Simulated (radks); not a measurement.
The numbers below are computed, except where a source is named.
Q: Radial electron density D(r) = 4 pi r^2 rho(r) of an atom or ion with 17 electrons. Code: a radial shooting solver on a logarithmic mesh with Libxc functionals. Model: scalar-relativistic Kohn-Sham, PBE, spin-polarised, spherical densities, point nucleus.

r (bohr),D(r) (e/bohr),spin D(r)
0.002935,1.918,-0.00000987
0.003672,2.840,-0.00000435
0.004593,4.161,0.0000177
0.005747,6.011,0.0000816
0.00719,8.535,0.000247
0.008995,11.86,0.000645
0.01125,16.04,0.00157
0.01408,20.98,0.00363
0.01761,26.33,0.00807
0.02204,31.40,0.0173
0.02757,35.23,0.0358
0.03449,36.82,0.0707
0.04315,35.73,0.132
0.05398,32.73,0.232
0.06808,29.98,0.377
0.08517,30.47,0.539
0.1066,34.95,0.658
0.1333,40.54,0.639
0.1668,41.61,0.419
0.2086,34.58,0.101
0.261,22.71,0.0143
0.3266,14.22,0.489
0.4086,13.35,1.41
0.5111,15.25,2.06
0.6395,13.01,1.82
0.8,7.006,0.983
1.001,2.216,0.310
1.252,0.3778,0.0529
1.567,0.03026,0.00424
1.96,0.0009602,0.000134

What is the nuclear charge?

A: Z = 30. The innermost maximum, from 1s, lies near gamma/Z bohr with gamma = sqrt(1 - (Z/c)^2) = 0.976, here 0.0325 bohr (found: 0.0350), and its height grows with Z. The density is that of the zinc ion Zn13+ in [Ne] 3s2 3p5; the configuration itself is not fixed sharply by these data, and Z only to about a unit. D(r) has 3 maxima, at r = 0.0350, 0.155, 0.524 bohr, and minima at 0.0743, 0.374 bohr, inside which lie 2.09, 10.42 electrons.
